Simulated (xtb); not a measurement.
Species: Br3Ga, SMILES `[Br][Ga]([Br])[Br]` (charge 0, multiplicity 1).

**Question.** Give a relaxed geometry from GFN2-xTB in xtb.

**Answer.** the end point of this relaxation (outside a Z-matrix the atoms follow the SMILES, hydrogens last).
Bonded distances (Å): Br1–Ga2 2.293, Ga2–Br3 2.294, Ga2–Br4 2.294. Angles (°): Br1–Ga2–Br3 120.0, Br1–Ga2–Br4 120.0, Br3–Ga2–Br4 120.0.
